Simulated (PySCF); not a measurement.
# Computed structure and properties of [Dy(H2O)9]3+

System: [Dy(H2O)9]3+ (singlet in the valence; each metal's 4f electrons, 9 of them, lie in its core potential, out of spins and levels; a saddle point, relaxed within its symmetry); start: template (D3h). Method: PySCF 2.14.0, RKS B3LYP, Dy lcecp-1-SVP with ECP55, O def2-SVP, H def2-SVP; non-relativistic Hamiltonian with scalar-relativistic core potentials where named; density fitting; no spin-orbit coupling.

Input of the relaxation:

```python
mol = gto.M(atom='''
Dy    -0.00000     0.00000     0.00000
O      1.76346     0.00000     1.78260
H      1.63101     0.00000     2.74360
H      2.72579     0.00001     1.66050
O     -0.88173     1.52720     1.78260
H     -0.81551     1.41249     2.74360
H     -1.36290     2.36060     1.66050
O     -0.88173    -1.52721     1.78260
H     -0.81550    -1.41250     2.74360
H     -1.36289    -2.36061     1.66050
O      1.76346     0.00000    -1.78260
H      2.72579     0.00001    -1.66050
H      1.63101     0.00000    -2.74360
O     -0.88173     1.52720    -1.78260
H     -1.36290     2.36060    -1.66050
H     -0.81551     1.41249    -2.74360
O     -0.88173    -1.52721    -1.78260
H     -1.36289    -2.36061    -1.66050
H     -0.81550    -1.41250    -2.74360
O      1.25376     2.17158     0.00000
H      1.54874     2.68251     0.77000
H      1.54874     2.68251    -0.77000
O     -2.50752    -0.00000     0.00000
H     -3.09749    -0.00001     0.77000
H     -3.09749    -0.00001    -0.77000
O      1.25377    -2.17158    -0.00000
H      1.54875    -2.68250     0.77000
H      1.54875    -2.68250    -0.77000''',
    basis={'Dy': 'lcecp-1-SVP', 'O': 'def2-SVP', 'H': 'def2-SVP'},
    ecp={'Dy': 'lcecp-1-SVP'},
    charge=3, spin=0)
mf = dft.RKS(mol, xc='B3LYP')
mf.grids.atom_grid = (50, 194)  # f atoms: unpruned, at least (60, 302)
mf = mf.density_fit()  # fitting sets: Dy AutoAux, O def2-universal-JKFIT, H def2-universal-JKFIT
mf.conv_tol = 1e-08; mf.max_cycle = 55
mf.kernel(dm0)  # dm0: converged density of the start geometry
# quasi-Newton relaxation in Cartesian coordinates to a largest gradient under 0.00045 Eh/bohr, steps kept in the point group
```

Run from Python with OMP_NUM_THREADS=4; the lines above give its settings. Where DIIS fails, smearing, a level shift and second-order steps follow.
It took 2.9 min on 4 threads of Arm Neoverse V2, on a shared host, from the converged density of the start.

Course of the relaxation:

```tsv
step	energy above end (eV)	largest force component within the symmetry (eV/Å)
0	0.0752	0.389
1	0.0479	0.104
2	0.0188	0.178
3	0.0069	0.178
4	0.0010	0.082
5	0.0004	0.017
6	0.0002	0.012
7	0.0001	0.014
8	0.0000	0.010
```

Relaxed geometry (D3h):

```xyz
28

Dy    0.0000    0.0000    0.0000
O     1.7537    0.0000    1.8103
H     1.7026    0.0000    2.7816
H     2.7093    0.0000    1.6243
O    -0.8769    1.5188    1.8103
H    -0.8513    1.4745    2.7816
H    -1.3547    2.3463    1.6243
O    -0.8769   -1.5188    1.8103
H    -0.8513   -1.4745    2.7816
H    -1.3546   -2.3463    1.6243
O     1.7537    0.0000   -1.8103
H     2.7093    0.0000   -1.6243
H     1.7026    0.0000   -2.7816
O    -0.8769    1.5188   -1.8103
H    -1.3547    2.3463   -1.6243
H    -0.8513    1.4745   -2.7816
O    -0.8769   -1.5188   -1.8103
H    -1.3546   -2.3463   -1.6243
H    -0.8513   -1.4745   -2.7816
O     1.2230    2.1183    0.0000
H     1.5149    2.6239    0.7773
H     1.5149    2.6239   -0.7773
O    -2.4460    0.0000    0.0000
H    -3.0298    0.0000    0.7773
H    -3.0298    0.0000   -0.7773
O     1.2230   -2.1183    0.0000
H     1.5149   -2.6239    0.7773
H     1.5149   -2.6239   -0.7773
```

```
      contact      Å
 Dy1–O2 (H2O)  2.520
 Dy1–O5 (H2O)  2.520
 Dy1–O8 (H2O)  2.520
Dy1–O11 (H2O)  2.520
Dy1–O14 (H2O)  2.520
Dy1–O17 (H2O)  2.520
Dy1–O20 (H2O)  2.446
Dy1–O23 (H2O)  2.446
Dy1–O26 (H2O)  2.446
```

On the finer grid (75, 302):

```json
{
 "HOMO": "-19.70 eV",
 "LUMO": "-11.10 eV",
 "Dipole about the centre of mass": "0.00 D",
 "Set of Mulliken populations of Dy1 outside the core potential": "s 2.30, p 6.57, d 1.36, f 0.05",
 "D3(BJ) dispersion energy (not in the energies)": "-1.153 eV"
}
```

| atom | Mulliken (e) | Löwdin (e) | spin (e) |
| --- | --- | --- | --- |
| Dy1 | 0.72 | 0.44 | 0.00 |
| O2 | -0.27 | -0.02 | 0.00 |
| H3 | 0.25 | 0.15 | 0.00 |
| H4 | 0.26 | 0.15 | 0.00 |
| O5 | -0.27 | -0.02 | 0.00 |
| H6 | 0.25 | 0.15 | 0.00 |
| H7 | 0.26 | 0.15 | 0.00 |
| O8 | -0.27 | -0.02 | 0.00 |
| H9 | 0.25 | 0.15 | 0.00 |
| H10 | 0.26 | 0.15 | 0.00 |
| O11 | -0.27 | -0.02 | 0.00 |
| H12 | 0.26 | 0.15 | 0.00 |
| H13 | 0.25 | 0.15 | 0.00 |
| O14 | -0.27 | -0.02 | 0.00 |
| H15 | 0.26 | 0.15 | 0.00 |
| H16 | 0.25 | 0.15 | 0.00 |
| O17 | -0.27 | -0.02 | 0.00 |
| H18 | 0.26 | 0.15 | 0.00 |
| H19 | 0.25 | 0.15 | 0.00 |
| O20 | -0.26 | 0.00 | 0.00 |
| H21 | 0.26 | 0.15 | 0.00 |
| H22 | 0.26 | 0.15 | 0.00 |
| O23 | -0.26 | 0.00 | 0.00 |
| H24 | 0.26 | 0.15 | 0.00 |
| H25 | 0.26 | 0.15 | 0.00 |
| O26 | -0.26 | 0.00 | 0.00 |
| H27 | 0.26 | 0.15 | 0.00 |
| H28 | 0.26 | 0.15 | 0.00 |

The 4f levels lie in the core potential and are missing. Their spin isn't counted.

On the grid (50, 194), as all that follows. Harmonic modes: 7 unstable, so a saddle point once the symmetry is let go (counted below −25 cm⁻¹); lowest -325 cm⁻¹ (negative: unstable), highest 3828 cm⁻¹, zero-point energy 5.985 eV. These wavenumbers are uncertain by 10 to 30 cm⁻¹.

Taking off one H2O (charge 0, singlet; the rest: singlet) in vacuum, both parts rigid, costs 1.72 eV; the small basis without counterpoise inflates it. Parting with an electron moved from the ligand to the metal can be far cheaper, even downhill.

One start shape was tried, so this needn't be the lowest isomer.

An lcecp potential fixes the number of 4f electrons, so in runs with it no electron can move into or out of that shell.
